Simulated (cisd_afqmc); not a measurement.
Input (AFQMC/CISD/cc-pV(D+d)Z; cisd_afqmc is a phaseless AFQMC code with CISD trial states that reads the integrals written by Ansatz): A basis named .json is the Basis Set Exchange file of that set.

Ansatz 0.2 input:
```python
import cisd_afqmc

open("ham.yaml", "w").write("""\
crystal:
  periodic: [false, false, false]
  atoms:
    - {symbol: B, position_ang: [-0.72881303, -1.22866676, 0.16416293]}
    - {symbol: H, position_ang: [-0.28994352, -2.12541080, 0.81434025]}
    - {symbol: H, position_ang: [-1.82157777, -1.36452946, -0.29069245]}
    - {symbol: Si, position_ang: [0.29534801, 0.48355397, -0.07641216]}
    - {symbol: H, position_ang: [-0.10175065, 1.34991795, 1.07053136]}
    - {symbol: H, position_ang: [-0.04511426, 1.20705291, -1.32651648]}
    - {symbol: H, position_ang: [1.76757930, 0.30654765, -0.01870709]}
basis:
  gaussian:
    orbitals: cc-pV_D+d_Z.json
magnetization: {spin_polarized: false}
correlation: {method: ccsd, electrons: outside_noble_gas, hamiltonian_folder: ham}
""")
rep = cisd_afqmc.ansatz("ham.yaml")
e_ccsd = rep["correlation"]["coupled_cluster"]["energy"]["hartree"]
out = cisd_afqmc.run("ham", e_ccsd, trial="CISD", walkers=100, populations=8, threads=8, dt=0.005, steps=40, early=24, settle=10, least=32,
    cut=5e-5, rank_cut=2e-4, target=0.0004, seconds=1500, seed=1, memory=17280, gpu=False)
```

Output:

```
orbitals 56, occupied [6], factors 332 of 601, rank of the doubles 116 of 300
E(HF) = -316.486573
E(CCSD) on the cut factors = -316.722069, shift to the whole factors -0.000017
Energy of the trial state on the determinant = -316.722002
  tau behind 7.2 of longer steps, mean of the populations' last blocks
   2.0  -316.72907
   4.0  -316.72816
   6.0  -316.72843
   8.0  -316.72899
blocks 296 (0 outliers left out), error by blocks joined: 1: 0.00012, 2: 0.00016, 4: 0.00021, 8: 0.00026, 16: 0.00031
E(AFQMC/CISD) = -316.72849 +/- 0.00031
```
